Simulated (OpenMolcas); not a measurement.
A run on Rh5+ among 4 point charges of -1.6 e arranged as a tetrahedron (Td), 2.03 Å from the ion.

* Program: OpenMolcas 26.06
* Method: CASSCF
* Basis: ANO-RCC-VTZP [7s6p4d2f1g]
* Scalar Hamiltonian: DKH2, point nucleus
* Active space: 4 electrons in 5 orbitals (4d)
* State averaging: 2S+1 = 5 even, 5 roots; 2S+1 = 3 even, 45 roots; 2S+1 = 1 even, 50 roots
* Spin-orbit coupling: state interaction with AMFI integrals over the reference wave functions

68 basis functions. Blocks (2S+1, parity, CSFs, roots kept): 5, even, 5, 5; 3, even, 45, 45; 1, even, 50, 50.

Problem. How long do the RASSCF and RASSI steps take on 1 thread of Intel(R) Xeon(R) Platinum 8259CL CPU @ 2.50GHz (Skylake/Cascade Lake), with other jobs on the host?

Solution. About 47 s of wall time, without the integral step.
